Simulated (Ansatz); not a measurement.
Total energies of Si(CCH)2Me2 (C6H8Si) from Ansatz at PBE-D4/def2-TZVP, gas phase (1 Eh = 27.2114 eV = 2625.5 kJ/mol). The reference geometry is relaxed at PBE0-D4/def2-SVP.

```tsv
state	geometry	energy (Eh)
charge 0 singlet	reference	-522.49410
charge 1 doublet	reference	-522.15530
free Si atom (triplet)	–	-289.22285
free C atom (triplet)	–	-37.79597
free H atom (doublet)	–	-0.49962
```

Q: Work out the vertical ionisation energy to the doublet.

A: E(charge 1 doublet) − E(charge 0 singlet) = -522.15530 − (-522.49410) = 0.33880 Eh = 9.22 eV. For comparison, −ε of the highest occupied level is 6.70 eV at this level, 2.52 eV less.

Q: What is the binding energy per atom against free atoms?

A: Atoms: 1 × (-289.22285) + 6 × (-37.79597) + 8 × (-0.49962) = -519.99563 Eh. Binding: -519.99563 − (-522.49410) = 2.49847 Eh = 67.99 eV, or 4.53 eV for each of 15 atoms (no zero-point energy, no counterpoise term).
